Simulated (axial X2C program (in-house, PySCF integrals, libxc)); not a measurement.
# MoP⁻ along the bond: PBE0, with spin–orbit coupling

Computed with an in-house all-electron X2C program for linear molecules (integrals from PySCF). Two-component (2c) means X2C with spin–orbit coupling and atomic mean-field two-electron Coulomb and Gaunt terms. Basis: Mo dyall-acv3z [12s13p10d5f3g], P dyall-av3z [9s8p3d2f] (cores contracted in-house); Gaussian nuclei, density fitting, unrestricted open shells. Masses: Mo 97.905 u, P 30.974 u.

State: Ω = 1 (⟨Sz⟩ = 2.00, ⟨Lz⟩ = -1.00 at PBE0). Dipoles are positive if P is the positive end and refer to the centre of mass.

```csv
R (Å),μ (D),HOMO (eV),LUMO (eV)
1.894,-1.882,0.75,1.59
1.981,-2.562,0.70,1.63
2.046,-3.055,0.66,1.64
2.112,-3.516,0.61,1.66
2.177,-3.937,0.58,1.66
2.253,-4.375,0.55,1.66
2.329,-4.763,0.52,1.65
2.427,-5.201,0.50,1.64
2.547,-5.656,0.49,1.63
2.721,-6.178,0.47,1.62
```

Q: The minimum lies at 2.169 Å. What is the dipole moment there?

A: At PBE0, 2c, with the sign and origin stated: μ = -3.89 D.

The state is a single determinant with fixed occupations, the lowest that a limited PBE0 search found. Density functionals use the spin component along the axis (collinear). PBE0 can misorder states that lie within some tenths of an eV, so this need not be the ground state of the molecule. The nearest other 2c determinant of the search, Ω = 3, lies 0.06 eV up at the distance of the search. Without a current term, density functionals place determinants with orbital angular momentum somewhat too high. With several unpaired electrons one determinant need not be a pure state. Open-shell Ω = 0 determinants with evenly filled partner blocks cannot be reached by this program, so the Ω shown need not be the lowest component. The highest occupied level of some functionals is positive through self-interaction error; at Hartree–Fock it is bound. The determinant is spin-polarised beyond a pure state at some levels (its spin-free form has ⟨S²⟩ too high), which makes Re and μ there less reliable. The LUMO of an anion is an unbound level whose energy the basis sets.
